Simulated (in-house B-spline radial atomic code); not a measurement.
Results of a calculation; reference values are marked as such.
Correlation energy from the adiabatic connection: −V exp(−r²/w²), V = 13.8, w = 4.16

Two electrons in a singlet, external potential −V exp(−r²/w²), V = 13.8, w = 4.16 (atomic units). Full CI in B-splines (partial waves to l = 8, correlation up to 0.6 % small) with the density held fixed gives W(λ) = <V_ee>_λ − U, and E_c is the integral of W(λ) − W(0) from 0 to 1.

```
   λ  W(λ) − W(0) (hartree)
   0                0.00000
0.02               -0.00198
0.05               -0.00491
0.12               -0.01155
0.25               -0.02320
 0.4               -0.03563
 0.6               -0.05070
 0.8               -0.06424
   1               -0.07645
```

**Question.** Integrate the table by the trapezoid rule.

**Answer.** The strips give -0.00002, -0.00010, -0.00058, -0.00226, -0.00441, -0.00863, -0.01149, -0.01407, which sum to -0.04157 hartree. The direct value, W(1) − W(0) + T_c with T_c = 0.03479, is -0.04166; the curve is convex, so chords lie above it and the trapezoids fall short in size by 0.23 %.

**Question.** Now use only three numbers: W(0) = -0.81808, the initial slope W'(0) = -0.09962 (extrapolated from the first points) and the strong-coupling limit of the point-charge-plus-continuum model, W∞ = -1.1201. What do second-order theory and the interpolation W(λ) = W∞ + (W(0) − W∞)/√(1 + 2χλ) of Seidl, Perdew and Levy give?

**Answer.** Second order keeps the slope alone: E_c = W'(0)/2 = -0.04981, +20 % in size against -0.04166. Matching the slope fixes χ = W'(0)/(W∞ − W(0)) = -0.09962/(-0.30202) = 0.32985. Integrating, with s = √(1 + 2χ) = 1.288290, E_c = −(W(0) − W∞)(s − 1)/(s + 1) = −0.30202 × 0.288290/2.288290 = -0.03805 hartree, -8.7 % in size against the full result. At λ = 1 the formula gives W − W(0) = -0.06759 against -0.07645. Part of the miss can come from the model's W∞.
